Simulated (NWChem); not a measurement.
Species: CH4MnOS, sextet; SMILES C[O][Mn][SH]

Results from NWChem. Pople sets run with spherical d functions. Spin-unrestricted. This spin state was assumed; another may lie lower. No stability test was run on the SCF state. Each level has its own optimisation. One conformer.

```csv
level,r Mn–O (Å),r Mn–S (Å),r C–O (Å),r C–H (Å),dipole (D)
UHF/3-21G,1.798,2.428,1.400,1.088,3.72
B3LYP/3-21G,1.746,2.344,1.420,1.100,4.39
B3LYP/6-31G*,1.774,2.288,1.390,1.101,2.92
```
